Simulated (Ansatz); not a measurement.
`[SiH3][SiH2][SiH2][SiH3]` + `CCO` → `CC(O)[SiH3]` + `[SiH3][SiH2][SiH3]` at 500 K and 1 bar (formal exchange of groups at the Si–Si bond).

Program: Ansatz. Geometries: PBE0-D4/def2-TZVP. ΔE: electronic, gas phase. CCSD(T)/CBS adds triple-zeta CCSD(T) − MP2 to the extrapolated MP2 energy (def2 sets, frozen cores). Each species was taken in one conformer, which may not be the lowest.

```tsv
species	CCSD(T)/CBS energy (Eh)	H − E (kJ/mol)	S (J/(mol·K))
`[SiH3][SiH2][SiH2][SiH3]`	-1162.31008	285.3	505.1
`CCO`	-154.88256	240.4	310.3
`CC(O)[SiH3]`	-445.15454	292.8	387.6
`[SiH3][SiH2][SiH3]`	-872.02658	224.2	419.1
```

H − E and S are ideal-gas, rigid-rotor, harmonic terms from PBE0-D4/def2-TZVP, for one conformer and one mirror image of each species. 1 Eh = 2625.50 kJ/mol, R = 8.31446 J/(mol·K).

Q: By hand: ΔE, ΔH, ΔS and ΔG.

A: ΔE = (-445.15454) + (-872.02658) − (-1162.31008) − (-154.88256) = 0.01152 Eh = 30.2 kJ/mol. Δ(H − E) = 292.8 + 224.2 − 285.3 − 240.4 = -8.7, so ΔH = 21.5 kJ/mol. ΔS = 387.6 + 419.1 − 505.1 − 310.3 = -8.7 J/(mol·K). ΔG = 21.5 − 500 × (-8.7)/1000 = 25.9 kJ/mol.

Q: By hand: the equilibrium constant, and the temperature at which ΔG would vanish if ΔH and ΔS stayed fixed.

A: log₁₀ K = −ΔG/(RT ln 10) = -2.7. ΔH and −TΔS have one sign here, so there is no such temperature.

The number of gas molecules stays the same, so ΔS is small and ΔH decides. A doubt of 5 kJ/mol in ΔE shifts log₁₀ K by 0.5 here. Other conformers and mirror images would add mixing entropy, several J/(mol·K) or more a flexible species. Modes under 60 cm⁻¹, often nearly free rotors, make the harmonic entropy too high. These are equilibria of isolated gas molecules and say nothing of rates. Largest T1 diagnostic: 0.014 (customary marks: 0.02 for closed shells, 0.045 for open ones).

ΔS is within the doubt of such terms, so its sign, and with it that verdict, could turn.
